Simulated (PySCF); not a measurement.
Two species compared at the same levels of theory.

First species: C6H9F.
SMILES: `CC1=C(F)CCC1`

Second species: CH8O3Si3.
SMILES: `O=C(O)[SiH2][SiH2]O[SiH3]`

Levels: B3LYP/def2-SVPD for HOMO energy, LUMO energy, HOMO–LUMO gap and static isotropic polarisability; TDDFT B3LYP/def2-SVPD for lowest singlet excitation; TDA B3LYP/def2-SVPD for lowest triplet excitation (Tamm–Dancoff). Geometries: GFN2-xTB. Each structure is a single optimised conformer of the isolated species, non-relativistic unless stated. Electronic properties by PySCF.

Dipoles, sizes and rotational constants follow the conformer. The torsions of the flexible species, by atom-mapped SMILES:
- `[O:1]=[C:2]([OH:3])[SiH2:4][SiH2:5][O:6][SiH3:7]`: O1–C2–Si4–Si5 -84°, C2–Si4–Si5–O6 -175°, H–O3–C2–O1 -1°

The conformers of `CC1=C(F)CCC1` aren't listed.

| property | column X | column Y |
| --- | --- | --- |
| HOMO energy | -7.55 eV | -6.41 eV |
| LUMO energy | -1.24 eV | 0.38 eV |
| HOMO–LUMO gap | 6.31 eV | 6.79 eV |
| lowest singlet excitation | 4.92 eV | 5.85 eV |
| lowest triplet excitation (Tamm–Dancoff) | 4.30 eV | 4.48 eV |
| static isotropic polarisability | 105.4 au | 70.1 au |

**Question.** Which column belongs to which species?

**Answer.** Column X is the second species and column Y the first. The first has 16 atoms and 54 electrons, the second 15 and 80.

**Question.** How does each property change from the first species to the second?

**Answer.** HOMO energy -1.14 eV; LUMO energy -1.62 eV; HOMO–LUMO gap -0.48 eV; lowest singlet excitation -0.93 eV; lowest triplet excitation (Tamm–Dancoff) -0.18 eV; static isotropic polarisability +35.3 au.

On the first: No computed singlet falls in the visible range (750 to 380 nm, 1.65 to 3.26 eV); S1 lies 2.59 eV above its blue end. The polarisability is 10.39 Å³ as a volume (1 au = 0.148185 Å³), or 1.30 au for each of the 54 electrons.

On the second: The principal polarisabilities are 93.6, 95.8 and 126.8 au; their mean is the isotropic value. The polarisability is 15.62 Å³ as a volume (1 au = 0.148185 Å³), or 1.32 au for each of the 80 electrons.
